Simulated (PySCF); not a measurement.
# Magnetic susceptibility: `[N+]([C@@H](C=C)C)#C[Se]C`, [C6H10NSe]+, charge +1

Geometry:
| atom | x (Å) | y (Å) | z (Å) |
| --- | --- | --- | --- |
| C1 | -2.641 | -1.886 | -0.774 |
| C2 | -1.911 | -1.039 | -0.077 |
| C3 | -1.095 | 0.070 | -0.709 |
| C4 | -1.470 | 1.441 | -0.145 |
| N5 | 0.247 | -0.216 | -0.449 |
| C6 | 1.302 | -0.377 | 0.022 |
| Se7 | 2.867 | -0.835 | 0.703 |
| C8 | 3.950 | 0.582 | -0.118 |
| H9 | -3.241 | -2.635 | -0.286 |
| H10 | -2.690 | -1.863 | -1.850 |
| H11 | -1.869 | -1.071 | 1.002 |
| H12 | -1.221 | 0.051 | -1.798 |
| H13 | -2.511 | 1.642 | -0.384 |
| H14 | -0.855 | 2.221 | -0.587 |
| H15 | -1.350 | 1.460 | 0.935 |
| H16 | 4.981 | 0.355 | 0.142 |
| H17 | 3.829 | 0.561 | -1.197 |
| H18 | 3.669 | 1.546 | 0.296 |

Total charge +1.

Method used: PySCF, GIAO PBE0/cc-pVDZ magnetisability, rotational g tensor and spin-rotation constants, non-relativistic, gas phase. Geometry: GFN2-xTB.

The calculation is non-relativistic, which matters for the atoms heavier than Zn. For an ion the centre-of-mass motion in the field is neglected.

(1) How diamagnetic is it, and how anisotropic?

(2) Split it along the inertial axes a, b, c into diamagnetic and paramagnetic parts about the centre of mass, with the quadrupole moment.

(3) And the rotational g tensor?

## Answers

(1) Isotropic -1530 × 10⁻³⁰ J/T², or -92.1 × 10⁻⁶ cm³/mol; principal values -1685, -1536, -1368 × 10⁻³⁰ J/T², anisotropy 275 × 10⁻³⁰ J/T² (root of half the summed squared differences of the principal values). The susceptibility is in cgs units.

(2) 
```
axis  χ (10⁻⁶ cm³/mol)  diamagnetic (10⁻⁶ cm³/mol)  paramagnetic (10⁻⁶ cm³/mol)  summed x² of all electrons (Å²)  quadrupole Θ (D Å)
   a            -100.5                      -510.7                        410.2                            488.5              +31.37
   b             -92.9                     -2202.1                       2109.1                             89.8              -12.15
   c             -82.9                     -2453.2                       2370.3                             30.6              -19.22
```
Anisotropies 2χaa − χbb − χcc = -25.1 and 2χbb − χaa − χcc = -2.5 × 10⁻⁶ cm³/mol. Θ is traceless in Buckingham's convention.

(3) 
```csv
axis,rotational constant (GHz),g,nuclear part,electronic part
a,3.1762,+0.0102,0.6223,-0.6121
b,0.5429,+0.0064,0.5443,-0.5380
c,0.4880,+0.0044,0.5478,-0.5434
```
Asymmetric top; isotopes 12C, 1H, 14N, 80Se; no vibrational averaging.
